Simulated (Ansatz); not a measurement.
Process, species as SMILES: N[C]1CCCCC1 -> NC1C[CH]CCC1
Geometries: B3LYP-D3(BJ)/def2-TZVP minima from Ansatz (a first-principles code), one conformer each, not searched for the lowest. Frequencies are from Ansatz.

Quantity: isomerisation energy (0 K, with B3LYP-D3(BJ) harmonic zero-point energies), in kcal/mol. Valence correlation only, unless marked. Open shells are spin-unrestricted. Spin-orbit coupling is left out. Non-relativistic. Basis-set limits of correlation are two-point, X^-3; Hartree-Fock from the larger set. [CCSD(T)-MP2]/basis is that difference in the basis named.

```tsv
level	program	isomerisation energy (kcal/mol)
PBE-D4/def2-TZVPD	Ansatz + dftd4	9.7
BLYP-D3(BJ)/def2-TZVPD	Ansatz + dftd3	9.5
r2SCAN/def2-TZVPD	Ansatz	8.1
r2SCAN-D3(BJ)/def2-TZVPD	Ansatz + dftd3	8.1
```

Q: Predict the RI-MP2/CBS(cc-pVTZ,cc-pVQZ)+[CCSD(T)-MP2]/cc-pVTZ result (Ansatz).

A: 7.3 kcal/mol, so r2SCAN-D3(BJ)/def2-TZVPD differs from it by 0.8 kcal/mol.
